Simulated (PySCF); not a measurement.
Structure with atom numbers: `[CH2:1]=[CH:2][C@:3]1([SiH3:4])[CH2:5][SiH2:6]1` (H(Xn): hydrogen on atom n). Ha(C1) is cis to C3; Ha(C5), Ha(Si6) are pro-R; Hb(C5), Hb(Si6) are pro-S; Hb(C1) is trans to C3.

Computed data (PySCF): NMR shieldings at PBE0/pcSseg-1/GIAO, GFN2-xTB geometry. One conformer, no solvent, rapidly exchanging positions averaged, non-relativistic.

δ = σ(ref) − σ, references computed at the same level: ¹³C and ¹H and ²⁹Si vs TMS.

```
  atoms  nucleus  count  δ (ppm)
 Hb(C1)       ¹H      1        ?
     C3      ¹³C      1        ?
 Hb(C5)       ¹H      1     1.56
Hb(Si6)       ¹H      1     2.41
     C1      ¹³C      1    109.2
    Si6     ²⁹Si      1   -116.4
     C5      ¹³C      1      3.7
 Ha(C1)       ¹H      1        ?
    Si4     ²⁹Si      1        ?
  H(C2)       ¹H      1     6.68
     C2      ¹³C      1    147.6
 H(Si4)       ¹H      3     4.06
Ha(Si6)       ¹H      1     3.04
 Ha(C5)       ¹H      1     0.83
```

Question: Fill in the missing shifts.

Answer: 
- C3: 10.4 ppm, three-membered-ring carbon; carbons of three-membered rings are unusually shielded
- Hb(C1): 4.96 ppm, hydrogen on a terminal =CH2 carbon; attached to an sp2 carbon and in the plane of the double bond
- Ha(C1): 4.71 ppm, hydrogen on a terminal =CH2 carbon; attached to an sp2 carbon and in the plane of the double bond
- Si4: -60.2 ppm, silicon bonded to C, 3 H

Shifts are as computed. Against solution values, carbons near 30 ppm lie about +3 ppm off and those near 130 ppm about +5 ppm. Of 1211 compounds with measured shifts, 218 miss one by over three times the rms of a fit or turn the order of signals round; such compounds aren't used in these exercises.
